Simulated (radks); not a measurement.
Results of a calculation; reference values are marked as such.
Valence configurations of Cl II (all share [Ne]). Level of theory: non-relativistic Kohn-Sham, BLYP, spin-polarised, spherical densities, point nucleus; open shells are filled with parallel spins first (a radial shooting solver on a logarithmic mesh with Libxc functionals). Energies are relative to 3s2 3p4; eigenvalues in eV for spin up.

| valence | E (eV) | moment (Bohr magnetons) | e(3p) | e(3s) |
|---|---|---|---|---|
| 3s2 3p4 | 0.000 | 2 | -20.092 | -32.623 |
| 3s1.5 3p4.5 | 6.178 | 2 | -20.408 | -33.003 |
| 3s1 3p5 | 12.364 | 2 | -20.720 | -33.379 |
| 3s0.5 3p5.5 | 19.482 | 1 | -20.585 | -33.231 |
| 3p6 | 26.068 | 0 | -20.341 | - |

NIST lists [Ne] 3s2 3p4 as the ground configuration; this level of theory agrees among the configurations tried. The energies are those of spherical high-spin densities, not of single terms.
